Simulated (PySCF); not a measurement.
Cd(I)(GeH3) (CdGeH3I), SMILES [GeH3][Cd][I]. Geometry optimised at PBE-D3(BJ)/def2-SVP. The structure was generated by enumeration; whether it is a known compound was not checked. The def2 effective core potentials stand for the cores of Cd, I; spin–orbit coupling is left out.

Computed equilibrium geometry at PBE-D3(BJ)/def2-SVP (PySCF confirms it by a frequency run) as bond lengths and angles, and its point group:
point group C3v.
Atoms: Cd1 I2 Ge3 H4 H5 H6. Bonds (Å): Cd1–I2 2.641, Cd1–Ge3 2.544, Ge3–H4 1.552, Ge3–H5 1.552, Ge3–H6 1.552. Angles (°): I2–Cd1–Ge3 180.0, Cd1–Ge3–H4 110.7, Cd1–Ge3–H5 110.7, Cd1–Ge3–H6 110.7, H4–Ge3–H5 108.2, H4–Ge3–H6 108.2, H5–Ge3–H6 108.2.
